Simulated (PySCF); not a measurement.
A structure optimised at PBE-D3(BJ)/def2-SVP, used in a PySCF frequency run:

```
C
H 1 1.1241
H 1 1.1241 2 103.44
N 1 1.4335 2 109.90 3 117.30
C 4 1.4298 1 113.01 2 -56.60
H 5 1.1087 4 111.32 1 180.00
H 5 1.1212 6 108.20 4 123.46
H 5 1.1212 6 108.20 7 113.09
C 1 1.5260 2 110.37 3 -118.06
H 9 1.1082 1 110.47 2 177.41
H 9 1.1082 10 107.57 1 -120.66
H 9 1.1084 10 108.44 11 -117.09
```
Charge 0, spin multiplicity 2.

### Question
Write its SMILES, formula and point group.

### Answer
CC[N]C, C3H8N, Cs

### Question
What are its rotational constants (standard atomic weights)?

### Answer
29.067, 3.9732, 3.7425 GHz
